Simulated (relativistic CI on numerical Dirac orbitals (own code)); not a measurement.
Ta5+: sensitivity of the levels to the model

Base calculation: Dirac-Coulomb-Breit CI, separate exchange-only KLI orbitals for each configuration, a model potential for QED, valence Slater integrals scaled by 0.85, P86 correlation energy added to each configuration.

Configurations in the expansion (outside the closed core [Kr] 4d10): 4f¹⁴5s²5p⁶, 4f¹⁴5s²5p⁵5d, 4f¹³5s²5p⁶5d, 4f¹³5s²5p⁶6s, 4f¹⁴5s²5p⁵5f, 4f¹⁴5s5p⁶5d, 4f¹³5s²5p⁶6p, 4f¹⁴5s²5p⁵5g, 4f¹⁴5s²5p⁵6s, 4f¹³5s²5p⁶6d, 4f¹⁴5s²5p⁵6p, 4f¹³5s²5p⁶5f, 4f¹³5s²5p⁶7s. Double excitations out of closed p, d and f shells are left out; levels of such configurations are missing from the list, as are those of other unlisted configurations, and high levels can miss mixing partners.

Variants: (1) self-excluded LDA correlation estimate; (2) Slater integrals left unscaled; (3) configuration mixing switched off; (4) one mean potential for all configurations. Shifts of the energy above 4f¹⁴5s²5p⁶ ¹S0, in cm⁻¹, for the lowest level and the first level of each name with at least 55 % of one term (blank where a level changes its place among those of its configuration and J or its character, or is not in the variant):

```
            Level    Base   Δ(1)   Δ(2)   Δ(3)    Δ(4)
   4f¹⁴5s²5p⁶ ¹S0       0      0      0      0       0
4f¹³5s²5p⁶5d ³P°2  219027   +187  -1829  -1031  +16450
4f¹³5s²5p⁶5d ³H°5  224411   +188   -637  -1405  +16580
4f¹³5s²5p⁶5d ³P°1  230277   +183  -1606   -657  +16946
4f¹³5s²5p⁶5d ³H°6  230548   +189   -751  -1401  +16908
4f¹³5s²5p⁶5d ³G°5  238050   +189   +518  -1395  +17035
4f¹³5s²5p⁶5d ³P°0  239401   +180  -1922   -730  +17318
4f¹³5s²5p⁶5d ³H°4  239783   +188    -91  -1380  +17304
4f¹³5s²5p⁶5d ³D°1  246175   +184   -227  -1156  +17612
4f¹³5s²5p⁶5d ³G°3  246779   +189   +792  -1370  +17494
4f¹³5s²5p⁶5d ¹P°1  247812   +161   +608  +5209  +17776
4f¹⁴5s²5p⁵5d ³P°0  291496   -585  -3075  -1921   -1479
4f¹⁴5s²5p⁵5d ³P°1  296725   -589  -2582  -1742   -1648
4f¹⁴5s²5p⁵5d ³F°3  306183   -571   -709  -1475   -1368
4f¹⁴5s²5p⁵5d ³F°4  306953   -564  -1587  -1568   -1470
4f¹³5s²5p⁶6s ³F°4  313849     -6    -65  -1704  +22930
4f¹⁴5s²5p⁵5d ³D°3  322019   -578   +942  -1448   -1804
4f¹³5s²5p⁶6s ³F°2  328741    +17     -3  -1411  +24090
4f¹⁴5s²5p⁵5d ³D°1  349096   -573  +2686  -3120   -1505
 4f¹³5s²5p⁶6p ³D3  379036  +1134   -257  -1355  +24579
4f¹⁴5s²5p⁵5d ³F°2  379197   -592   -830  -1608   -2533
4f¹⁴5s²5p⁵6s ³P°2  384196   -568   -573    -95   -1987
```

At this charge configurations can still be misplaced by up to about 7 % of their energy. Levels and lines within the n = 5 or 6 shells can be off by up to 10 % or somewhat more, and those that change n by about 2 %, since core polarisation is missing. Levels that differ in their count of f electrons can be misplaced by several ten thousand cm⁻¹, since the correlation energy of f electrons is missing or only estimated; rates across such gaps can be off by orders of magnitude.

Ionisation energy from the two ground configurations alone: base 92.39 eV; self-excluded LDA correlation estimate 92.79 eV. The NIST ASD value (semi-empirical) is 94.01 eV.

LS names give the leading component of a level, which can be under half, so a name can repeat, a term be missing and a line seem to break the LS rules.
